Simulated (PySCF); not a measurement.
InBr₃, SMILES [Br][In]([Br])[Br].

Geometry: PBE-D3(BJ)/def2-SVP. The isomer is the one that the SMILES or the coordinates give; other isomers of the formula were not compared. The def2 effective core potentials stand for the cores of In; spin–orbit coupling is left out.

Level of theory: PBE/def2-TZVP in PySCF.

### Question
Estimate the frontier levels, gap, dipole moment and polarisability. (Estimate from the structure and the level; the computed values follow.)

### Answer

```yaml
highest_occupied_level: -7.44 eV
lowest_empty_level: -4.10 eV
orbital_gap: 3.34 eV
dipole_moment: 0.00 D
quadrupole, principal values (traceless, Buckingham form, about the centre of nuclear charge): -2.88, -2.88, 5.76 D·Å
mean_static_polarisability: 104.1 bohr³ (15.43 Å³)
polarisability_principal_values: 66.1, 123.1, 123.1 bohr³
```
